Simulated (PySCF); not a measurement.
From one molecule to another.

First species: C₅H₁₁FSi.
Numbering: `[F:1][CH2:2][C@H:3]1[CH2:4][CH2:5][SiH2:6][CH2:7]1` (hydrogens: H8, H9 on C2; H10 on C3; H11, H12 on C4; H13, H14 on C5; H15, H16 on Si6; H17, H18 on C7)

Second species: C5H11FSi.
Bonds: C1–C2 (double), C2–F3, C2–C4, C4–Si5, Si5–C6, C6–C7. Hydrogens: H8, H9 on C1; H10, H11 on C4; H12, H13 on Si5; H14, H15 on C6; H16, H17, H18 on C7.

Levels: CAM-B3LYP/def2-SVPD for HOMO energy, LUMO energy, HOMO–LUMO gap and static isotropic polarisability; TDDFT CAM-B3LYP/def2-SVPD for lowest singlet excitation; TDA CAM-B3LYP/def2-SVPD for lowest triplet excitation (Tamm–Dancoff). Geometries: GFN2-xTB. Each structure is a single optimised conformer of the isolated species, non-relativistic unless stated; the electronic structure was computed with PySCF and density fitting.

Dipoles, sizes and rotational constants follow the conformer. The torsions of the flexible species, by atom-mapped SMILES:
- `[CH2:1]=[C:2]([F:3])[CH2:4][SiH2:5][CH2:6][CH3:7]`: C1–C2–C4–Si5 98°, C2–C4–Si5–C6 52°, C4–Si5–C6–C7 178°

The conformers of `FC[C@H]1CC[SiH2]C1` aren't listed.

Values for the first species:

- HOMO energy: -9.55 eV
- LUMO energy: 1.19 eV
- HOMO–LUMO gap: 10.74 eV
- Lowest singlet excitation: 7.74 eV
- Lowest triplet excitation (Tamm–Dancoff): 7.31 eV
- Static isotropic polarisability: 83.4 au

(1) Estimate the same properties for the second species, and the change in each.

Results:

(1) 
```csv
property,first,second,second less first
HOMO energy,-9.55 eV,-8.44 eV,+1.11 eV
LUMO energy,1.19 eV,1.16 eV,-0.03 eV
HOMO–LUMO gap,10.74 eV,9.60 eV,-1.14 eV
lowest singlet excitation,7.74 eV,6.71 eV,-1.03 eV
lowest triplet excitation (Tamm–Dancoff),7.31 eV,4.38 eV,-2.93 eV
static isotropic polarisability,83.4 au,88.8 au,+5.4 au
```

On the first: The principal polarisabilities are 73.2, 81.9 and 95.2 au; their mean is the isotropic value. S1 lies 3.00 eV below the HOMO–LUMO gap; its leading configuration is HOMO→LUMO, weight 0.82.

On the second: The vertical singlet–triplet gap S1 − T1 is 2.33 eV (TDDFT singlet less Tamm–Dancoff triplet). No computed singlet falls in the visible range (750 to 380 nm, 1.65 to 3.26 eV); S1 lies 3.45 eV above its blue end.
